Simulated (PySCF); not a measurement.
## Structure from 2D NMR

Compound of formula C₇H₇BF₂. Correlations simulated from computed shifts and the bond graph:

HSQC (one-bond C–H):
```csv
δH,δC
8.63,163.8
8.34,159.3
8.23,156.6
8.06,141.3
7.80,144.6
6.45,122.8
```

COSY cross peaks (H two or three bonds apart, from the bond graph; peaks can be absent where the dihedral angle is near 90°):
```csv
δH,δH
8.63,8.23
8.63,6.54
8.34,6.54
8.23,7.80
8.06,7.80
```

HMBC (two and three bonds, from the bond graph):
```csv
δH,δC
8.63,"159.3, 156.6, 144.6"
8.34,"163.8, 160.1, 141.3, 122.8"
8.23,"163.8, 144.6, 141.3"
8.06,"160.1, 159.3, 156.6, 144.6, 122.8"
7.80,"163.8, 160.1, 156.6, 141.3"
6.54,"163.8, 160.1, 159.3, 156.6"
6.45,"160.1, 159.3, 141.3"
```

Carbons without hydrogens: δ 160.1.

[PySCF: σ from GIAO-PBE0/pcSseg-1; PBE0-D3(BJ)/def2-SVP structure; isolated molecule; single conformer; fast rotation and ring inversion assumed for equivalent nuclei; relativity neglected]

δ = σ(ref) − σ, references computed at the same level: ¹H (σ = 31.27 ppm) and ¹³C (σ = 184.41 ppm) vs TMS.

Exchangeable hydrogens are left out of these lists.

Q: Assemble the structure.

A: `C(F)(F)C1=CBC=CC=C1`.

Structure with atom numbers: `[F:1][CH:2]([F:3])[C:4]1=[CH:5][BH:6][CH:7]=[CH:8][CH:9]=[CH:10]1`. Hydrogens are named by the atom that carries them.

- δC 163.8 is C7, an alkene CH (δH 8.63).
- δC 160.1 is C4, a fully substituted alkene carbon.
- δC 159.3 is C5, an alkene CH (δH 8.34).
- δC 156.6 is C8, an alkene CH (δH 8.23).
- δC 144.6 is C9, an alkene CH (δH 7.80).
- δC 141.3 is C10, an alkene CH (δH 8.06).
- δC 122.8 is C2, an allylic sp3 CH bonded to 2 F (δH 6.45).
- HMBC from δH 8.34 reaches the proton-free carbon C4.
- HMBC from δH 8.06 reaches the proton-free carbon C4.
- HMBC from δH 7.80 reaches the proton-free carbon C4.
- HMBC from δH 6.54 reaches the proton-free carbon C4.
- COSY links 8.63–8.23, 8.63–6.54, 8.34–6.54, 8.23–7.80, 8.06–7.80.

The shifts were computed for this structure.

Hydrogens on boron are broadened and split by ¹¹B (spin 3/2, 80 %) and 10B (spin 3). A carbon bonded to boron is broadened by the quadrupolar boron nucleus and is often missing from a measured spectrum. Shifts are as computed. Against solution values, carbons near 30 ppm lie about +2 ppm off and those near 130 ppm about +5 ppm. Of 1211 compounds with measured shifts, 218 miss one by over three times the rms of a fit or turn the order of signals round; such compounds aren't used in these exercises.
